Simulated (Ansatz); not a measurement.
Stepwise reaction of `[NH2][SnH]([NH2])[NH2]` with hydrogen, as a gas-phase model of exchange steps in deposition or etching. ΔE in kJ/mol; ΔG adds harmonic PBE0-D4 terms to CCSD(T)/CBS, at 1 bar.

Isolated molecules relaxed with PBE0-D4/def2-TZVP in Ansatz; ΔE leaves out vibrations. CCSD(T)/CBS adds triple-zeta CCSD(T) − MP2 to the extrapolated MP2 energy (def2 sets, frozen cores). This one scheme is used for every species. Functionals use def2-TZVPP. B3LYP here is the variant with VWN-RPA as its local correlation; programs differ in this. def2 core potentials past Kr. For Sn outer-core shells are correlated without core-valence functions, which leaves a few kJ/mol of doubt a bond. Each species was taken in one conformer, which may not be the lowest.

```
step                                                  reaction  PBE-D4  B3LYP-D4  ωB97M-V  CCSD(T)/CBS  ΔG(400 K)
   1  `[NH2][SnH]([NH2])[NH2]` + H₂ → `[NH2][SnH2][NH2]` + NH₃   -15.6     -16.1    -16.7        -10.3       -4.3
   2             `[NH2][SnH2][NH2]` + H₂ → `[NH2][SnH3]` + NH₃   -20.6     -21.1    -22.6        -15.0      -15.8
   3                       `[NH2][SnH3]` + H₂ → `[SnH4]` + NH₃   -32.6     -33.4    -35.1        -27.6      -15.9
```

By hand: ΔE of the 3 steps together at CCSD(T)/CBS.

(-10.3) + (-15.0) + (-27.6) = -52.9 kJ/mol, or -17.6 kJ/mol a step.

In ΔE each step is lower than the one before. All are downhill at CCSD(T)/CBS. ΔG lies between -15.9 and -4.3 kJ/mol a step. PBE-D4 differs from CCSD(T)/CBS by -5.6 to -5.0 kJ/mol a step. Isolated molecules leave out the surface, adducts and barriers. Largest T1 diagnostic: 0.013.
